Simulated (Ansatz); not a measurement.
Molecule: sum formula AlOH, charge 0, multiplicity 1. 
Coordinates optimised at B3LYP-D3(BJ)/def2-TZVP (Ansatz, an electronic-structure program):
```xyz
3

Al     0.0000     0.0000    -0.7312
O      0.0000     0.0000     0.9503
H      0.0000     0.0000     1.9031
```
Charge 0, spin multiplicity 1.

Wanted: atomisation energy (electronic, to ground-state atoms), in kcal/mol. Valence correlation only, unless marked. UHF or UKS for open shells. No spin-orbit coupling. Non-relativistic. The coupled-cluster limit lacks core correlation, which all-electron functionals hold. CBS(X,Y): correlation extrapolated as X^-3; Hartree-Fock from the larger set (for Q and 5 zeta extrapolated as (X+1)exp(-9√X)).

```json
[
 {"level": "HF/STO-3G", "program": "Ansatz", "atomisation energy (kcal/mol)": "169.3"},
 {"level": "SVWN5/def2-TZVPD", "program": "Ansatz", "atomisation energy (kcal/mol)": "273.8"}
]
```

Problem. Estimate the value at CCSD(T)/CBS(cc-pV(Q+d)Z,cc-pV(5+d)Z) as computed with Ansatz.

Solution. 239.9 kcal/mol, so SVWN5/def2-TZVPD differs from it by 33.9 kcal/mol.
